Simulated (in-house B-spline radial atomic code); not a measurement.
Inner-shell binding energies (edges) and X-ray emission energies of free atoms and ions, as differences of relaxed hole-state energies with first-order Breit, QED and recoil terms, without correlation or multiplet splittings, in NIST's listed ground configurations. For neutral atoms such line energies lie within some 1 to 5 eV of tabulated X-ray lines (up to 20 eV for the heaviest). K = 1s, L1 = 2s. A dash marks a subshell that is part filled or wasn't run, or a line left out. Computed with a B-spline radial code for spherical atoms: Dirac-Hartree-Fock, average of the configuration, finite nuclei.

```
 ion  configuration  K edge (eV)  L1 edge (eV)
 P5+   [He] 2s2 2p6      2238.49        277.59
Cl5+       [Ne] 3s2      2927.57        370.92
Ar5+   [Ne] 3s2 3p1      3307.69        422.61
 K5+   [Ne] 3s2 3p2      3711.47        477.63
Ca5+   [Ne] 3s2 3p3      4138.99        535.99
Sc5+   [Ne] 3s2 3p4       4590.3        597.73
Ti5+   [Ne] 3s2 3p5      5065.48        662.85
 V5+   [Ne] 3s2 3p6      5564.61        731.37
Cr5+       [Ar] 3d1      6091.66        803.82
Mn5+       [Ar] 3d2      6643.15        879.74
Fe5+       [Ar] 3d3       7219.2        959.17
Co5+       [Ar] 3d4      7819.92       1042.14
```
